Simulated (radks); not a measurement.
Species: the argon ion Ar2+. Configuration: [Ne] 3s2 3p4 (the NIST ground configuration). Calculated with a radial shooting solver on a logarithmic mesh with Libxc functionals: scalar-relativistic Kohn-Sham, PBEsol, spin-polarised, spherical densities, point nucleus; open shells are filled with parallel spins first. Some entries of the table are withheld. Estimate them.

orbital,occ.,eigenvalue (eV),<r> (bohr),<r^2> (bohr^2)
1s up,1,-3146.484,0.08582,0.009908
1s down,1,-3146.010,0.08581,0.009906
2s up,1,-326.5065,0.4143,0.2038
2s down,1,-326.0637,0.4141,0.2034
2p up,3,-259.8967,0.3765,0.1762
2p down,3,-259.2836,0.3764,0.1759
3s up,1,-51.5275,1.326,2.022
3s down,1,-48.9493,1.335,2.051
3p up,3,(1),1.458,(2)
3p down,1,(3),1.478,(4)
3d up,0,-15.4505,1.944,(5)
3d down,0,-13.6066,2.075,(6)
4s up,0,-13.3182,3.498,13.80

Answer. 
(1) 3p up eigenvalue (eV): -36.3892
(2) 3p up <r^2> (bohr^2): 2.484
(3) 3p down eigenvalue (eV): -33.9483
(4) 3p down <r^2> (bohr^2): 2.563
(5) 3d up <r^2> (bohr^2): 4.636
(6) 3d down <r^2> (bohr^2): 5.335
